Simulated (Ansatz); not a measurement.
Octacene (C₃₄H₂₀), relaxed as a singlet with RKS PBE-D4/def2-SVP in Ansatz, starting from the GFN2-xTB geometry. Force threshold 0.03 eV/Å.

Single mean-field runs in def2-SVP are fitted with def2-universal-jkfit. The restricted singlet is unstable: a solution with broken spin symmetry lies lower.

Start:

Cartesian coordinates in Å:
```
C 1.881 3.938 -8.736
C 1.258 2.785 -9.275
C 0.770 1.819 -8.456
C 0.868 1.938 -7.041
C 0.377 0.969 -6.187
C 0.474 1.093 -4.789
C -0.019 0.123 -3.924
C 0.077 0.252 -2.533
C -0.416 -0.719 -1.663
C -0.318 -0.589 -0.276
C -0.812 -1.562 0.597
C -0.711 -1.433 1.982
C -1.202 -2.407 2.860
C -1.101 -2.274 4.240
C -1.595 -3.250 5.124
C -1.492 -3.112 6.494
C -1.994 -4.094 7.395
C -1.885 -3.933 8.738
C -1.263 -2.779 9.277
C -0.771 -1.816 8.457
C -0.863 -1.939 7.041
C -0.371 -0.971 6.186
C -0.469 -1.097 4.789
C 0.020 -0.125 3.923
C -0.079 -0.254 2.532
C 0.413 0.718 1.662
C 0.315 0.590 0.275
C 0.808 1.562 -0.599
C 0.710 1.431 -1.983
C 1.204 2.404 -2.860
C 1.106 2.270 -4.240
C 1.602 3.246 -5.123
C 1.498 3.110 -6.494
C 1.996 4.095 -7.393
H 2.264 4.689 -9.412
H 1.177 2.688 -10.347
H 0.296 0.936 -8.860
H -0.097 0.087 -6.598
H -0.492 -0.758 -4.336
H -0.888 -1.601 -2.074
H -1.285 -2.443 0.185
H -1.675 -3.290 2.451
H -2.070 -4.130 4.711
H -2.465 -4.972 6.977
H -2.271 -4.682 9.414
H -1.188 -2.679 10.350
H -0.299 -0.931 8.860
H 0.101 -0.088 6.595
H 0.492 0.758 4.332
H 0.887 1.599 2.075
H 1.282 2.444 -0.189
H 1.676 3.286 -2.449
H 2.074 4.127 -4.708
H 2.468 4.973 -6.975
```

```tsv
step	energy (eV)	largest force component (eV/Å)	SCF passes
1	-35516.5887	0.646	24
2	-35516.9978	0.165	25
3	-35517.0304	0.242	25
4	-35517.0356	0.044	24
5	-35517.0359	0.004	17
```

Force components are those of the run's own axes.

End:

```xyz
54

C     1.903    3.984   -8.838
C     1.274    2.814   -9.384
C     0.777    1.835   -8.553
C     0.874    1.957   -7.123
C     0.378    0.979   -6.257
C     0.476    1.104   -4.844
C    -0.022    0.123   -3.969
C     0.077    0.252   -2.563
C    -0.420   -0.730   -1.682
C    -0.321   -0.600   -0.280
C    -0.819   -1.583    0.604
C    -0.719   -1.451    2.003
C    -1.218   -2.435    2.890
C    -1.117   -2.301    4.286
C    -1.617   -3.287    5.180
C    -1.515   -3.149    6.567
C    -2.019   -4.143    7.475
C    -1.905   -3.982    8.838
C    -1.277   -2.812    9.384
C    -0.779   -1.833    8.553
C    -0.874   -1.956    7.123
C    -0.378   -0.979    6.256
C    -0.475   -1.105    4.844
C     0.023   -0.124    3.968
C    -0.076   -0.253    2.562
C     0.422    0.729    1.682
C     0.323    0.599    0.280
C     0.821    1.581   -0.604
C     0.721    1.450   -2.003
C     1.220    2.434   -2.890
C     1.118    2.300   -4.286
C     1.618    3.286   -5.180
C     1.515    3.149   -6.566
C     2.018    4.144   -7.475
H     2.294    4.755   -9.519
H     1.192    2.705  -10.476
H     0.295    0.938   -8.970
H    -0.104    0.082   -6.677
H    -0.504   -0.774   -4.388
H    -0.902   -1.628   -2.101
H    -1.301   -2.481    0.185
H    -1.700   -3.333    2.472
H    -2.099   -4.185    4.762
H    -2.501   -5.040    7.055
H    -2.297   -4.752    9.520
H    -1.197   -2.702   10.476
H    -0.297   -0.935    8.970
H     0.104   -0.081    6.676
H     0.504    0.773    4.388
H     0.904    1.626    2.101
H     1.303    2.479   -0.185
H     1.702    3.331   -2.472
H     2.100    4.184   -4.762
H     2.500    5.040   -7.055
```

By distances, no bond broke or formed. The bond that changes most is C16–C21, from 1.44 to 1.46 Å (atoms count from 1).

No frequencies were taken in this run, so the end may be a saddle point.

Hardware: 4 threads of AMD EPYC 7R13 on a shared host and a share (37 GiB) of an NVIDIA H100 80GB HBM3. Wall time 16 s.
